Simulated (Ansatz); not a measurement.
BH4OPSi, SMILES `B[SiH]1OP1`, relaxed with RKS PBE0-D4/def2-TZVP in the Gaussian-basis code of Ansatz from a PBE-D4/def2-SVP geometry. The force threshold is 0.005 eV/Å; the program also tests the step.

Charge 0, multiplicity 1.

Start:

```xyz
8

B     0.902    0.089   -0.992
Si    0.494   -0.159    0.881
O    -0.805    0.800    1.497
P    -1.731   -0.339    0.552
H     0.464    1.073   -1.551
H     1.503   -0.773   -1.602
H     1.030   -1.126    1.893
H    -1.857    0.435   -0.679
```

Q: How much energy does the relaxation release, and in how many steps? (Estimate.)

A: Ansatz gave: 2.02 kcal/mol, in 11 steps, 1 of them rejected.

Q: Which bonds change most? (An estimate is asked.)

A: Ansatz gave: Si2–P4 from 2.257 to 2.189 Å; O3–P4 from 1.746 to 1.703 Å; Si2–O3 from 1.729 to 1.687 Å; P4–H8 from 1.459 to 1.436 Å.

Q: Give the relaxed structure. (Estimate.)

A: Computed: 
```xyz
8

B     0.977    0.094   -1.015
Si    0.360   -0.247    0.799
O    -0.768    0.829    1.444
P    -1.827   -0.282    0.707
H     0.581    1.069   -1.578
H     1.632   -0.713   -1.604
H     1.005   -1.100    1.823
H    -1.959    0.350   -0.576
```
